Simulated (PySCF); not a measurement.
C2H6OSi2, SMILES [SiH2]1O[SiH2]C=C1. The structure is a stationary point at PBE-D3(BJ)/def2-SVP. This is a generated structure with no PubChem entry under its InChIKey; it may be hypothetical.

These are PBE-D3(BJ)/def2-SVP (PySCF) values and carry that method's errors.

Harmonic wavenumbers (cm⁻¹): 145, 260, 409, 463, 486, 627, 652, 658, 669, 674, 685, 736, 788, 904, 929, 937, 957, 981, 1047, 1244, 1532, 2161, 2162, 2164, 2170, 3064, 3084. Rotational constants (GHz): 5.192, 3.270, 2.107; symmetry number 2.

Question: Work out the zero-point energy and the ideal-gas rigid-rotor harmonic-oscillator thermochemistry at 298.15 K and 1 atm.

Answer: ZPE = ½ Σ hcν = ½ × 30589 cm⁻¹ = 43.73 kcal/mol. H − E(el) = 48.08 kcal/mol. Entropy in cal/(mol K): translation 39.78, rotation 25.22, vibration 10.13, total 75.13. G − E(el) = 25.68 kcal/mol. Cp = 25.37 cal/(mol K). Modes under 150 cm⁻¹ make the vibrational entropy uncertain.
